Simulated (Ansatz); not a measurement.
`[CH2][Al]([CH3])[F]` radical. Charge 0, multiplicity 2.

```xyz
9

C     1.516   -0.567   -1.035
Al    0.215   -0.484    0.372
C    -1.262    0.767    0.482
F     0.387   -1.589    1.594
H     2.334   -1.284   -1.066
H     1.521    0.099   -1.897
H    -2.221    0.240    0.512
H    -1.205    1.360    1.401
H    -1.285    1.459   -0.363
```

(1) Give the diagnostics of a CCSD(T)/def2-TZVPP run (frozen core, the Gaussian-basis code of Ansatz). (Best estimate.)

Results:

(1) Ansatz gave: T1 = 0.0112, largest single amplitude 0.022, largest double 0.031, (T) share of the correlation energy 3.1 %, 10 CCSD cycles. ⟨S²⟩ of the UHF reference is 0.759 against 0.75 for a pure state. T1 lies under the customary mark of 0.045 for open shells.
